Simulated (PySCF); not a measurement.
Species: C₆H₅O₂ (charge -1).
SMILES: `C=C(C)C#CC(=O)[O-]`

The closed-shell ground state was solved at several levels (PySCF, density fitting, gas phase, non-relativistic). Isolated species at its GFN2-xTB geometry, gas phase. No diffuse functions stand in pcSseg-1, which bears on an anion's orbital energies.

```csv
level,basis functions,HOMO (eV),LUMO (eV),gap (eV)
PBE0/def2-SVPD,206,-2.02,2.84,4.86
PBE0/pcSseg-1,161,-1.65,3.07,4.72
```

Q: Estimate the row for wB97X-D/def2-SVPD, a basis of 206 functions; the other rows only guide the guess.

A: HOMO -3.86 eV, LUMO 4.53 eV, gap 8.39 eV.

Q: Over all these levels, which gives the widest orbital gap and which the narrowest?

A: wB97X-D/def2-SVPD (range-separated hybrid) has the widest, 8.39 eV, and PBE0/pcSseg-1 (global hybrid, 25 % exact exchange) the narrowest, 4.72 eV. Functional and basis both differ between the two, so the spread mixes both effects.

***

Tetrafluoroborate, BF₄ (charge -1).
SMILES: `F[B-](F)(F)F`

The closed-shell ground state was solved at several levels (PySCF, density fitting, gas phase, non-relativistic). Isolated species at its GFN2-xTB geometry, gas phase. No diffuse functions stand in pcJ-1 and pcSseg-1, which bears on an anion's orbital energies.

```tsv
level	basis functions	HOMO (eV)	LUMO (eV)	gap (eV)
PBE0/pcSseg-1	85	-4.30	10.64	14.94
PBE0/def2-SVPD	112	-4.82	5.09	9.91
```

Problem. Estimate the row for B3LYP/pcJ-1, a basis of 135 functions; the other rows only guide the guess.

Solution. HOMO -3.94 eV, LUMO 10.58 eV, gap 14.52 eV.

Problem. Over all these levels, which gives the widest orbital gap and which the narrowest?

Solution. PBE0/pcSseg-1 has the widest, 14.94 eV, and PBE0/def2-SVPD the narrowest, 9.91 eV. The two share the functional. From the narrowest to the widest the HOMO moves by +0.52 eV and the LUMO by +5.55 eV.
